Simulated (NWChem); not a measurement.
System: CH₅BFN; SMILES CB(N)F

Input file for NWChem:

```
start job
memory heap 200 mb stack 900 mb global 1100 mb
geometry units angstroms noautoz
  B      0.028941     0.052854     0.000780
  F      1.272208     0.602315    -0.001772
  C     -0.108089    -1.519071     0.000657
  H      0.370266    -1.942828    -0.907970
  H     -1.153730    -1.882874     0.038258
  H      0.439484    -1.951751     0.864477
  N     -1.063469     0.940278     0.000488
  H     -2.032733     0.629071     0.002442
  H     -0.945315     1.953835    -0.002462
end
basis spherical
  B library aug-cc-pvdz
  F library aug-cc-pvdz
  C library aug-cc-pvdz
  H library aug-cc-pvdz
  N library aug-cc-pvdz
end
dft
  xc xtpss03 ctpss03
  iterations 150
  mulliken
end
task dft energy
```

Output (shortened):

```
             Northwest Computational Chemistry Package (NWChem) 7.3.0
             --------------------------------------------------------

 C1  symmetry detected

                             Geometry "geometry" -> ""
                             -------------------------

 Output coordinates in angstroms (scale by  1.889725989 to convert to a.u.)

  No.       Tag          Charge          X              Y              Z
 ---- ---------------- ---------- -------------- -------------- --------------
    1 B                    5.0000     0.02514849     0.05334066     0.00113538
    2 F                    9.0000     1.28635339     0.56028030     0.00006449
    3 C                    6.0000    -0.16516429    -1.51302639     0.00026982
    4 H                    1.0000     0.29946933    -1.95246141    -0.90803023
    5 H                    1.0000    -1.22259094    -1.84113612     0.03666280
    6 H                    1.0000     0.36651119    -1.96434653     0.86448303
    7 N                    7.0000    -1.03650571     0.97733756     0.00006719
    8 H                    1.0000    -2.01577708     0.69921313     0.00091140
    9 H                    1.0000    -0.88400971     1.98630033    -0.00237357

 Effective nuclear repulsion energy (a.u.)     112.0426715418

                                 NWChem DFT Module
                                 -----------------

 Summary of "ao basis" -> "ao basis" (spherical)
 ------------------------------------------------------------------------------
       Tag                 Description            Shells   Functions and Types
 ---------------- ------------------------------  ------  ---------------------
 B                        aug-cc-pvdz                9       23   4s3p2d
 F                        aug-cc-pvdz                9       23   4s3p2d
 C                        aug-cc-pvdz                9       23   4s3p2d
 H                        aug-cc-pvdz                5        9   3s2p
 N                        aug-cc-pvdz                9       23   4s3p2d

            General Information
            -------------------
          SCF calculation type: DFT
          Wavefunction type:  closed shell.
          No. of atoms     :     9
          No. of electrons :    32
           Alpha electrons :    16
            Beta electrons :    16
          Charge           :     0
          Spin multiplicity:     1
          Use of symmetry is: off; symmetry adaption is: off
          Maximum number of iterations: 150
          AO basis - number of functions:   137
                     number of shells:    61
          Convergence on energy requested:  1.00D-06
          Convergence on density requested:  1.00D-05
          Convergence on gradient requested:  5.00D-04

              XC Information
              --------------
                  TPSS metaGGA Exchange Functional  1.000
             TPSS03 metaGGA Correlation Functional  1.000

             Grid Information
             ----------------
          Grid used for XC integration:  medium
          Radial quadrature: Mura-Knowles
          Angular quadrature: Lebedev.
          Tag              B.-S. Rad. Rad. Pts. Rad. Cut. Ang. Pts.
          ---              ---------- --------- --------- ---------
          B                   0.85       49          13.0       434
          F                   0.50       49          13.0       434
          C                   0.70       49          14.0       434
          H                   0.35       45          15.0       434
          N                   0.65       49          13.0       434
          Grid pruning is: on
          Number of quadrature shells:   421
          Spatial weights used:  Erf1

      Superposition of Atomic Density Guess
      -------------------------------------

 Sum of atomic energies:        -218.38812385

      Non-variational initial energy
      ------------------------------

 Total energy =    -220.246840
 1-e energy   =    -519.535938
 2-e energy   =     187.246426
 HOMO         =      -0.383932
 LUMO         =       0.010670

     ---------------------------------------------
      Total Density - Mulliken Population Analysis
     ---------------------------------------------

    Atom       Charge   Shell Charges
 -----------   ------   -------------------------------------------------------
    1 B    5     3.84   2.01  0.62  0.16 -0.04  1.16 -0.20 -0.02  0.24 -0.09
    2 F    9     9.70   2.00  0.91  0.99  0.15  3.50  2.02  0.11  0.00  0.01
    3 C    6     5.96   2.01  0.73  0.32  0.06  2.12  0.72  0.01  0.02 -0.03
    4 H    1     1.05   0.67  0.35  0.02  0.03 -0.02
    5 H    1     1.16   0.67  0.47  0.02  0.03 -0.03
    6 H    1     1.06   0.67  0.36  0.02  0.03 -0.02
    7 N    7     7.44   2.00  0.79  0.60  0.06  2.59  1.30  0.11  0.01 -0.02
    8 H    1     0.92   0.63  0.27 -0.01  0.05 -0.02
    9 H    1     0.86   0.63  0.22 -0.00  0.05 -0.04

   convergence    iter        energy       DeltaE   RMS-Dens  Diis-err
 ---------------- ----- ----------------- --------- --------- ---------
 d= 0,ls=0.0,diis     1   -220.6605251680 -3.33D+02  1.18D-02  5.78D-01
 d= 0,ls=0.0,diis     2   -220.6173899099  4.31D-02  4.48D-03  1.30D+00
 d= 0,ls=0.0,diis     3   -220.7304920725 -1.13D-01  1.18D-03  3.95D-02
 d= 0,ls=0.0,diis     4   -220.7326051694 -2.11D-03  4.54D-04  1.01D-02
 d= 0,ls=0.0,diis     5   -220.7336220934 -1.02D-03  1.22D-04  6.93D-04
  Resetting Diis
 d= 0,ls=0.0,diis     6   -220.7336917384 -6.96D-05  3.85D-05  7.22D-05
 d= 0,ls=0.0,diis     7   -220.7337011683 -9.43D-06  1.04D-05  7.98D-07
 d= 0,ls=0.0,diis     8   -220.7337011169  5.14D-08  4.98D-06  1.08D-06

         Total DFT energy =     -220.733701116937
      One electron energy =     -523.659808241420
           Coulomb energy =      219.684770312018
    Exchange-Corr. energy =      -28.801334729331
 Nuclear repulsion energy =      112.042671541796

 Numeric. integr. density =       31.999989659957

                       DFT Final Molecular Orbital Analysis
                       ------------------------------------

 Vector   14  Occ=2.000000D+00  E=-3.439849D-01
              MO Center= -1.3D-01, -1.3D+00,  1.2D-01, r^2= 2.3D+00
   Bfn.  Coefficient  Atom+Function         Bfn.  Coefficient  Atom+Function
  ----- ------------  ---------------      ----- ------------  ---------------
    80      0.452041  5 H  s                 51     -0.373538  3 C  px
    79      0.308884  5 H  s                 89     -0.297511  6 H  s
    88     -0.282063  6 H  s                 29     -0.225757  2 F  py
    32     -0.149035  2 F  py                52      0.119621  3 C  py
    70     -0.117932  4 H  s                 71     -0.118490  4 H  s

 Vector   15  Occ=2.000000D+00  E=-2.899860D-01
              MO Center=  2.3D-01, -4.6D-01, -2.6D-05, r^2= 2.4D+00
   Bfn.  Coefficient  Atom+Function         Bfn.  Coefficient  Atom+Function
  ----- ------------  ---------------      ----- ------------  ---------------
    29      0.385221  2 F  py                52      0.379618  3 C  py
     6     -0.314179  1 B  py                32      0.247505  2 F  py
     3      0.161936  1 B  s                  9     -0.161564  1 B  py
   102      0.133003  7 N  py               130      0.118204  9 H  s
    49      0.116683  3 C  s                101     -0.112391  7 N  px

 Vector   16  Occ=2.000000D+00  E=-2.531580D-01
              MO Center= -7.9D-01,  8.1D-01, -6.2D-04, r^2= 1.6D+00
   Bfn.  Coefficient  Atom+Function         Bfn.  Coefficient  Atom+Function
  ----- ------------  ---------------      ----- ------------  ---------------
   103      0.542535  7 N  pz               106      0.366292  7 N  pz
    30     -0.191129  2 F  pz                 7      0.177799  1 B  pz
    33     -0.126450  2 F  pz               109      0.093656  7 N  pz
    71      0.083020  4 H  s                 89     -0.083301  6 H  s
    70      0.068033  4 H  s                 88     -0.064879  6 H  s

 Vector   17  Occ=0.000000D+00  E=-2.337886D-02
              MO Center= -1.6D+00,  5.5D-01, -1.6D-03, r^2= 1.2D+01
   Bfn.  Coefficient  Atom+Function         Bfn.  Coefficient  Atom+Function
  ----- ------------  ---------------      ----- ------------  ---------------
     4      0.914852  1 B  s                122     -0.849964  8 H  s
    81     -0.545770  5 H  s                 72     -0.506517  4 H  s
    90     -0.484589  6 H  s                100      0.453890  7 N  s
    50      0.382366  3 C  s                 12     -0.371227  1 B  py
    58     -0.298676  3 C  py                99      0.275109  7 N  s

 Vector   18  Occ=0.000000D+00  E= 5.471720D-03
              MO Center= -5.5D-01, -7.5D-01, -1.0D-02, r^2= 1.8D+01
   Bfn.  Coefficient  Atom+Function         Bfn.  Coefficient  Atom+Function
  ----- ------------  ---------------      ----- ------------  ---------------
    50      1.548875  3 C  s                131      1.138516  9 H  s
    72     -0.884036  4 H  s                 90     -0.859671  6 H  s
    81     -0.780755  5 H  s                100     -0.703612  7 N  s
    49      0.400402  3 C  s                 71     -0.336588  4 H  s
    89     -0.334773  6 H  s                122      0.330833  8 H  s

 Vector   19  Occ=0.000000D+00  E= 1.492365D-02
              MO Center= -5.8D-01,  3.3D-01, -3.6D-02, r^2= 1.6D+01
   Bfn.  Coefficient  Atom+Function         Bfn.  Coefficient  Atom+Function
  ----- ------------  ---------------      ----- ------------  ---------------
    72      1.577766  4 H  s                 81     -1.059404  5 H  s
   122     -1.038836  8 H  s                131      0.791463  9 H  s
    57     -0.651770  3 C  px                90      0.632786  6 H  s
    12      0.628637  1 B  py                 4     -0.565124  1 B  s
    27      0.540224  2 F  s                  3     -0.459014  1 B  s

     ---------------------------------------------
      Total Density - Mulliken Population Analysis
     ---------------------------------------------

[...]
```

Level: TPSS/aug-cc-pVDZ. Geometry: optimised at PBE-D3(BJ)/def2-SVP.
